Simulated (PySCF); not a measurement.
Assignment exercise: C₇H₃F₃O₂

Geometry (Å), atoms numbered from 1 in this order:
```xyz
15

O     2.1623    2.1982    0.1961
C     1.5106    1.1821    0.1093
C     2.1239   -0.1546    0.0096
C     1.3971   -1.2701   -0.0882
C    -0.0771   -1.2647   -0.1051
O    -0.7364   -2.2732   -0.1940
C    -0.6966    0.0887   -0.0021
C    -2.2100    0.1205   -0.0152
F    -2.6858    1.3711    0.0805
F    -2.7322   -0.5643    1.0072
F    -2.7113   -0.3924   -1.1433
C     0.0269    1.2070    0.0953
H     3.2046   -0.1764    0.0203
H     1.8530   -2.2476   -0.1616
H    -0.4336    2.1837    0.1694
```

PySCF 2.14 calculation with structure optimised with GFN2-xTB and σ from GIAO-PBE0/pcSseg-1; in vacuum, non-relativistic, single conformer, equivalent nuclei averaged.

Scale: $^{13}$C and $^{1}$H vs TMS (reference shieldings calculated alike).

Q: Assign these signals to the numbered atoms. $^{13}$C{$^{1}$H} NMR (computed): δ 192.7, 188.3, 142.2, 142.0, 140.6, 138.4, 130.5.

A: 
| δ (ppm) | atoms | environment | reason |
| --- | --- | --- | --- |
| 192.7 | C2 | ketone carbonyl carbon | low-lying n→π* states of the double bond to the heteroatom give a large paramagnetic term (-255 ppm) |
| 188.3 | C5 | ketone carbonyl carbon | – |
| 142.2 | C4 | β carbon of a C=C–C=O unit | conjugation with the carbonyl draws π density from the β position |
| 142.0 | C3 | β carbon of a C=C–C=O unit | – |
| 140.6 | C7 | β carbon of a C=C–C=O unit | – |
| 138.4 | C12 | β carbon of a C=C–C=O unit | – |
| 130.5 | C8 | CF3 carbon | 3 electronegative neighbours deshield it |

C4 and C3; C3 and C7 lie closer than the usual error of such a calculation, so a measured spectrum could show them in the other order.

Q: Assign these signals to the numbered atoms. $^{1}$H NMR (400 MHz, computed): δ 7.12 (m, 1H), 6.95 (m, 1H), 6.95 (m, 1H).

A: 
7.12 → H15, hydrogen on a β carbon of a C=C–C=O unit: a vinylic proton, deshielded by the sp2 carbon and the C=C anisotropy
6.95 → H13, hydrogen on a β carbon of a C=C–C=O unit
6.95 → H14, hydrogen on a β carbon of a C=C–C=O unit

H13 and H14 lie closer than the usual error of such a calculation, so a measured spectrum could show them in the other order.

Splittings by $^{19}$F in the carbon and heteronuclear signals aren't shown, as no couplings were computed. Shifts are as computed. Against solution values, carbons near 30 ppm lie about +3 ppm off and those near 130 ppm about +5 ppm. Of 1211 compounds with measured shifts, 218 miss one by over three times the rms of a fit or turn the order of signals round; such compounds aren't used in these exercises. Multiplicities follow the n + 1 count of equivalent neighbours, as no J values were calculated; m marks all less simple cases, F and P coupling included.
